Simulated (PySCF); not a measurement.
Working with the constants of HoO

HSE06 constants of HoO, sextet, about 10.1 electrons in the 4f shell (Mulliken), real f orbitals that mix terms (Ho x2c-TZVPall, O x2c-TZVPall; spin-free X2C with a Gaussian nucleus (PySCF 2.14); masses 164.9303 and 15.9949 u):

```
ωe                      : 870.1 cm⁻¹
ωexe                    : 2.64 cm⁻¹
Be                      : 0.36031 cm⁻¹
αe                      : 0.00146 cm⁻¹
De to Ho (4f11 6s2) + O : 5.81 eV
```

Problem. What force constant and bond length do these constants imply?

Solution. Reduced mass μred = 14.581 u; k = 5.8918×10⁻⁷·μred·ωe² (u, cm⁻¹, mdyn/Å) = 6.50 mdyn/Å; Re = √(16.8576/(μred·Be)) (u, cm⁻¹, Å) = 1.791 Å.

Problem. Estimate the centrifugal constant D from the Kratzer relation and find the Dunham coefficient a1.

Solution. D = 4Be³/ωe² = 2.47e-07 cm⁻¹; a1 = −1 − αeωe/(6Be²) = -2.63.

These are scalar-relativistic numbers at best; spin–orbit coupling would shift them, the dissociation energy most. The state is the lowest single determinant that the PBE0 search found; with open d or f shells the true ground state can be another one.
